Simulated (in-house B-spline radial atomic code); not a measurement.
RPA and G0W0 on PBEsol: Ne⁷⁺

Configuration [He] 2s1, highest spin, mean-field start PBEsol. Computed with an all-electron radial atomic-structure program (B-spline basis): all electrons, scalar-relativistic (spin-free one-electron X2C), finite nucleus, each spin shell either full or empty, empty states to l = 9 with an (l + 1/2)⁻⁴ tail; G0W0 by contour deformation at full frequency.

Command:
```bash
python run_gw.py task.json out
```
Settings (radii: box in bohr, nucleus in fm):
```
Z                        10
electrons                3
configuration            [He] 2s1
hamiltonian              x2c
method                   pbesol
lmax                     9
rms_radius               3.0055
spin_polarised           True
box_radius               8.41
intervals                68
ion_configuration        1s2
```

Time taken, with all properties: 1.1 s on 1 thread of Arm Neoverse V2, with other jobs on the host.

Energies (hartree):

```json
{"term": "mean-field total", "value": "-102.45099"}
{"term": "Hartree-Fock functional on these orbitals", "value": "-102.75697"}
{"term": "direct second order", "value": "-0.19986"}
{"term": "second-order exchange", "value": "0.14697"}
{"term": "SOSEX correction", "value": "0.11875"}
```

Problem. What is the RPA correlation energy, and what remains with SOSEX?

Solution. RPA gives -0.16967 hartree (-1.54 eV per electron); RPA + SOSEX gives -0.050919, and the second-order doubles -0.05289 hartree (no singles). SOSEX takes back 70 % of the RPA value.

Quasi-particle levels (eV):

| level | occupied | mean field | Σx - vxc | Σc | QP weight | G0W0 |
| --- | --- | --- | --- | --- | --- | --- |
| 2s up | yes | -225.73 | -13.31 | ? | ? | ? |
| 1s down | yes | -1083.41 | -63.35 | 3.44 | 0.970 | -1143.32 |
| 1s up | yes | -1085.59 | -65.96 | 3.78 | 0.947 | -1147.77 |
| 2s down | no | -213.58 | 10.46 | -4.57 | 0.894 | -207.69 |

G0W0 = mean field + (Σx - vxc) + Σc, with Σc (partial-wave tail included) taken at the quasi-particle energy.

Problem. Where does G0W0 put 2s up?

Solution. At -241.40 eV, with Σc = -2.37 eV and a quasi-particle weight of 0.960. The tabulated removal energy is 239.097 ± 0.0019 eV (NIST, semi-empirical).

Problem. What does it cost to remove one electron (to 1s2) by differences of total energies, each species on its own start (correlation terms add to the Hartree-Fock functional)?

Solution. PBEsol 239.08 eV, Hartree-Fock functional 238.96 eV, + RPA 241.07 eV, + RPA + SOSEX 239.09 eV, + second order 239.11 eV. Tabulated: 239.097 ± 0.0019 eV (NIST, semi-empirical).
